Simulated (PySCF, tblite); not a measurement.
Compound: C₆H₁₀N₂OSi.
Atom-mapped SMILES: `[CH3:1][C:2](=[O:3])[c:4]1[cH:5][n:6]([CH3:7])[n:8][c:9]1[SiH3:10]` (hydrogens: H11, H12, H13 on C1; H14 on C5; H15, H16, H17 on C7; H18, H19, H20 on Si10)

Structure used (GFN2-xTB), in Å, numbered top down from 1:
```
atom  x, y, z in Å
C1     2.883   -0.442   -0.299
C2     1.759    0.564   -0.269
O3     1.945    1.759   -0.408
C4     0.422    0.058   -0.059
C5    -0.100   -1.212    0.131
N6    -1.425   -1.056    0.280
C7    -2.408   -2.078    0.503
N8    -1.794    0.226    0.196
C9    -0.700    0.929   -0.009
Si10  -0.580    2.791   -0.218
H11    2.938   -0.955    0.660
H12    3.827    0.061   -0.495
H13    2.695   -1.182   -1.073
H14    0.361   -2.179    0.170
H15   -2.463   -2.754   -0.353
H16   -3.369   -1.585    0.635
H17   -2.166   -2.655    1.397
H18   -1.964    3.275   -0.112
H19    0.208    3.354    0.874
H20   -0.072    3.092   -1.553
```

Computed with PBE0/pcSseg-1 in PySCF (dipole) on a GFN2-xTB geometry, gas phase.

Take the most abundant isotopes and a rigid rotor. The values belong to one conformer with, in the numbering `[CH3:1][C:2](=[O:3])[c:4]1[cH:5][n:6]([CH3:7])[n:8][c:9]1[SiH3:10]`, C1–C2–C4–C5 0°.

Task: What are A, B and C (GHz)?

Result: Ia = 327.29, Ib = 508.79, Ic = 823.67 u·Å²; 505379 MHz·u·Å²/I gives 1544, 993.3 and 613.6 MHz, that is A = 1.5441, B = 0.9933, C = 0.6136 GHz.

Task: Classify the top.

Result: An asymmetric top. Ray's parameter κ = (2B − A − C)/(A − C) = -0.184; −1 is the prolate and +1 the oblate limit.

Task: Is it planar, by Δ = Ic − Ia − Ib?

Result: Not planar: Δ = Ic − Ia − Ib = -12.41 u·Å². For a rigid frame Δ = −2 Σ m c², so Σ m c² = 6.21 u·Å² lies off the ab plane, practically all of it from hydrogen. The atom farthest from that plane is 1.23 Å away.

Task: Give the other two planar moments, Paa and Pbb, and the rms extents of the mass along the axes.

Result: Paa = Σ m a² = (Ib + Ic − Ia)/2 = 502.59 and Pbb = Σ m b² = (Ia + Ic − Ib)/2 = 321.09 u·Å². With the mass M = 154.06 u, the rms extents √(P/M) along a, b and c are 1.81, 1.44, 0.20 Å.

Task: List the rotational levels J(Ka,Kc) to J = 3 (MHz).

Result: Above 0(0,0):
J = 1: 1(0,1) 1607, 1(1,1) 2158, 1(1,0) 2537
J = 2: 2(0,2) 4681, 2(1,2) 4992, 2(1,1) 6131, 2(2,1) 7783, 2(2,0) 7923
J = 3: 3(0,3) 9035, 3(1,3) 9167, 3(1,2) 11411, 3(2,2) 12604, 3(2,1) 13210, 3(3,1) 16383, 3(3,0) 16418
Those of J = 1 are B + C, A + C and A + B.

Task: Which types of transition are allowed, and where do some lines up to J = 2 fall?

Result: The dipole components are |μa| = 4.10 D, |μb| = 4.28 D, |μc| = 0.00 D. The squared components, which scale the intensities, stand as 0.91 : 1.00 : 0.00 (a : b : c). Some lines, for components of 0.1 D or more:

```tsv
type	branch	J(Ka,Kc)	MHz	lower level (cm⁻¹)
a	Q	1(1,0) ← 1(1,1)	380	0.072
b	Q	1(1,0) ← 1(0,1)	931	0.054
a	Q	2(1,1) ← 2(1,2)	1139	0.167
b	Q	2(1,1) ← 2(0,2)	1450	0.156
a	R	1(0,1) ← 0(0,0)	1607	0.000
b	Q	2(2,0) ← 2(1,1)	1792	0.205
b	R	1(1,1) ← 0(0,0)	2158	0.000
b	R	2(0,2) ← 1(1,1)	2523	0.072
b	Q	2(2,1) ← 2(1,2)	2792	0.167
a	R	2(1,2) ← 1(1,1)	2834	0.072
a	R	2(0,2) ← 1(0,1)	3074	0.054
b	R	2(1,2) ← 1(0,1)	3385	0.054
a	R	2(1,1) ← 1(1,0)	3593	0.085
b	R	2(2,1) ← 1(1,0)	5246	0.085
b	R	2(2,0) ← 1(1,1)	5765	0.072
```

Its GFN2-xTB frequencies are all real (lowest 69 cm⁻¹). No vibrational averaging or centrifugal distortion is included, and the geometry carries the error of its method. A rigid rotor knows nothing of internal rotation, which can split or shift real lines. Quadrupole hyperfine structure (14N) is left out.
